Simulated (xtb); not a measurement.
BBr₃ (SMILES BrB(Br)Br), singlet, geometry from GFN2-xTB; GFN2-xTB (xtb).

The xtb input:
```
$ xtb mol.xyz --gfn 2 --acc 30 --json

# file mol.xyz
4

B      0.01808306    -0.01978242    -0.03760993
Br    -1.50731106    -1.11118164    -0.13755349
Br     0.01971195     1.66670358    -0.86448993
Br     1.48501581    -0.55269588     1.00741627
```

**Question.** Write the output that xtb gives for this input, abridged.

**Answer.** 
```
   ID    Z sym.   atoms
    1    5 B      1
    2   35 Br     2-4

           -------------------------------------------------
          |                Calculation Setup                |
           -------------------------------------------------

           -------------------------------------------------
          |                 G F N 2 - x T B                 |
           -------------------------------------------------

          ...................................................
          :                      SETUP                      :
          :.................................................:
          :  # basis functions                  34          :
          :  # atomic orbitals                  31          :
          :  # shells                           11          :
          :  # electrons                        24          :
          :  max. iterations                   250          :
          :  Hamiltonian                  GFN2-xTB          :
          :  restarted?                      false          :
          :  GBSA solvation                  false          :
          :  PC potential                    false          :
          :  electronic temp.          300.0000000     K    :
          :  accuracy                   30.0000000          :
          :  -> integral cutoff          0.2000000E+02      :
          :  -> integral neglect         0.3000000E-06      :
          :  -> SCF convergence          0.3000000E-04 Eh   :
          :  -> wf. convergence          0.3000000E-02 e    :
          :  Broyden damping             0.4000000          :
          :  net charge                          0          :
          :  unpaired electrons                  0          :
          ...................................................

 iter      E             dE          RMSdq      gap      omega  full diag
   1    -13.1401821 -0.131402E+02  0.107E+01    6.37       0.0  T
   2    -13.1245324  0.156497E-01  0.151E+01    2.08       1.0  T
   3    -13.5772850 -0.452753E+00  0.682E+00    3.28       1.0  T
   4    -13.5673756  0.990932E-02  0.385E+00    3.33       1.0  T
   5    -13.5935727 -0.261970E-01  0.182E+00    3.67       1.0  T
   6    -13.5968650 -0.329233E-02  0.591E-01    3.87       1.0  T
   7    -13.5969021 -0.370934E-04  0.190E-01    3.80       1.0  T
   8    -13.5969972 -0.950810E-04  0.283E-02    3.84       1.8  T
   9    -13.5969974 -0.212469E-06  0.109E-02    3.84       4.6  T
[...]
         :: total energy             -13.570400454152 Eh    ::
[...]
        22                         -0.0077312              -0.2104
        23                         -0.0076531              -0.2083
       ...                                ...                  ...
        31                          0.9647869              26.2532
      -------------------------------------------------------------
                  HL-Gap            0.1411598 Eh            3.8412 eV
             Fermi-level           -0.3843567 Eh          -10.4589 eV

     #   Z          covCN         q      C6AA      α(0)
     1   5 B        2.548     0.431    16.311     6.939
     2  35 Br       1.300    -0.144   189.026    22.168
     3  35 Br       1.300    -0.144   189.026    22.168
     4  35 Br       1.300    -0.144   189.026    22.168

 Mol. C6AA /au·bohr⁶  :       2050.218074
 Mol. C8AA /au·bohr⁸  :     124915.456126
 Mol. α(0) /au        :         73.442875

Wiberg/Mayer (AO) data.
largest (>0.10) Wiberg bond orders for each atom

 ---------------------------------------------------------------------------
     #   Z sym  total        # sym  WBO       # sym  WBO       # sym  WBO
 ---------------------------------------------------------------------------
     1   5 B    3.462 --     2 Br   1.154     4 Br   1.154     3 Br   1.154
     2  35 Br   1.253 --     1 B    1.154
     3  35 Br   1.253 --     1 B    1.154
     4  35 Br   1.253 --     1 B    1.154
 ---------------------------------------------------------------------------

Topologies differ in total number of bonds
Writing topology from bond orders to xtbtopo.mol

molecular dipole:
                 x           y           z       tot (Debye)
 q only:        0.015      -0.017      -0.032
   full:        0.038      -0.042      -0.079       0.248
molecular quadrupole (traceless):
                xx          xy          yy          xz          yz          zz
 q only:       -0.733      -0.683      -0.610      -1.298       1.420       1.343
  q+dip:       -2.997      -2.793      -2.495      -5.309       5.808       5.493
   full:       -2.982      -2.778      -2.482      -5.281       5.778       5.464

           -------------------------------------------------
          | TOTAL ENERGY              -13.570400454152 Eh   |
          | GRADIENT NORM               0.004373614531 Eh/α |
          | HOMO-LUMO GAP               3.841154410424 eV   |
           -------------------------------------------------

normal termination of xtb
```
